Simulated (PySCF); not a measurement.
# Ni²⁺ (nickel, charge +2) across methods

[Ar] 3d7 4p1, one real determinant (an excited configuration). All numbers are calculated (PySCF 2.14, the spin-free X2C one-electron Hamiltonian (Gaussian nucleus), in aug-cc-pVDZ-DK (7s6p4d2f, 59 functions)).

```json
{"method": "UHF", "E (hartree)": "-1517.79566", "mean ε 3d α (eV)": "-49.780", "mean ε 3d β (eV)": "-45.645", "mean ε 4p α (eV)": "-20.817", "Σ⟨r²⟩ (bohr²)": "21.71", "⟨S²⟩": "6.003"}
{"method": "PBE", "E (hartree)": "-1518.846", "mean ε 3d α (eV)": "-37.881", "mean ε 3d β (eV)": "-35.032", "mean ε 4p α (eV)": "-18.437", "Σ⟨r²⟩ (bohr²)": "21.34", "⟨S²⟩": "6.001"}
{"method": "LDA", "E (hartree)": "-1516.274", "mean ε 3d α (eV)": "-38.140", "mean ε 3d β (eV)": "-34.986", "mean ε 4p α (eV)": "-18.518", "Σ⟨r²⟩ (bohr²)": "21.26", "⟨S²⟩": "6.001"}
{"method": "r2SCAN0", "E (hartree)": "-1519.053", "mean ε 3d α (eV)": "-41.563", "mean ε 3d β (eV)": "-38.365", "mean ε 4p α (eV)": "-19.273", "Σ⟨r²⟩ (bohr²)": "21.33", "⟨S²⟩": "6.001"}
{"method": "BHandHLYP", "E (hartree)": "-1519.093", "mean ε 3d α (eV)": "-44.153", "mean ε 3d β (eV)": "-40.915", "mean ε 4p α (eV)": "-19.720", "Σ⟨r²⟩ (bohr²)": "21.42", "⟨S²⟩": "6.002"}
{"method": "r2SCAN", "E (hartree)": "-1519.078", "mean ε 3d α (eV)": "-38.515", "mean ε 3d β (eV)": "-35.551", "mean ε 4p α (eV)": "-18.603", "Σ⟨r²⟩ (bohr²)": "21.30", "⟨S²⟩": "6.001"}
{"method": "revPBE", "E (hartree)": "-1519.011", "mean ε 3d α (eV)": "-37.814", "mean ε 3d β (eV)": "-34.986", "mean ε 4p α (eV)": "-18.404", "Σ⟨r²⟩ (bohr²)": "21.37", "⟨S²⟩": "6.001"}
```

**Question.** Estimate the same row for PBE0.

**Answer.** E (hartree) = -1518.876; mean ε 3d α (eV) = -41.090; mean ε 3d β (eV) = -37.962; mean ε 4p α (eV) = -19.159; Σ⟨r²⟩ (bohr²) = 21.37; ⟨S²⟩ = 6.001.

⟨L²⟩ = 13.95 against 20 for a pure G term, so this real determinant mixes terms.
